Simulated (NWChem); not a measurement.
Molecule: CH$_{5}$ClSi; SMILES [SiH2](Cl)C

Program: NWChem. Pople sets run with spherical d functions. STO-3G and 3-21G are far too small for this property and stand as cheap habits. The geometry was optimised at PBE-D3(BJ)/def2-SVP. Field at 589 nm.

**Question.** Among these, which level gives the lowest value of “isotropic polarisability (bohr³)”?
A) B3LYP/STO-3G
B) B3LYP/aug-cc-pVDZ
C) B3LYP/def2-SVPD
D) B3LYP/6-31G*

**Answer.** A, B3LYP/STO-3G. Values: B3LYP/STO-3G 20.7; B3LYP/6-31G* 42.6; B3LYP/def2-SVPD 57.0; B3LYP/aug-cc-pVDZ 57.5
